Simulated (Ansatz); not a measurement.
Consider the ligand exchange at the In–Br bond: `[NH2][In]([SH])[Br]` + `O[SiH3]` → `[NH2][In]([SH])[O][SiH3]` + HBr.

Isolated molecules relaxed with PBE0-D4/def2-TZVP in Ansatz; ΔE leaves out vibrations. CBS: MP2 limit from def2 TZ/QZ plus the TZ coupled-cluster correction, frozen cores. Functionals use def2-TZVPP. def2 core potentials past Kr. For Br, In outer-core shells are correlated without core-valence functions, which leaves a few kJ/mol of doubt a bond. Scalar relativity is left out up to krypton. One conformer a species, not always the lowest.

CCSD(T)/CBS gives +87.9 kJ/mol.

(1) Another level gave +98.5 kJ/mol. Which?
A. HF/def2-TZVPP
B. PBE0-D4/def2-TZVPP
C. ωB97M-V/def2-TZVPP
D. SCS-MP2/def2-TZVPP

Largest T1 diagnostic among the species: 0.015.

Results:

(1) B. PBE0-D4 98.5, ωB97M-V 93.2, SCS-MP2/def2-TZVPP 86.7, HF/def2-TZVPP 106.9 kJ/mol.

From r2SCAN to r2SCAN0 (25 % exact exchange), in def2-TZVPP and without D4, ΔE moves by +5.9 kJ/mol. In def2-TZVPP, CCSD(T) changes the Hartree–Fock value by −21.4 kJ/mol (the triples alone add −2.7 kJ/mol) and MP2 by −17.6 kJ/mol. Leaving LDA and LC-ωPBE aside and taking each functional with its dispersion term where it has one, the values, not all of them listed here, spread over 13.1 kJ/mol, from BLYP-D4 to HSE06-D4.
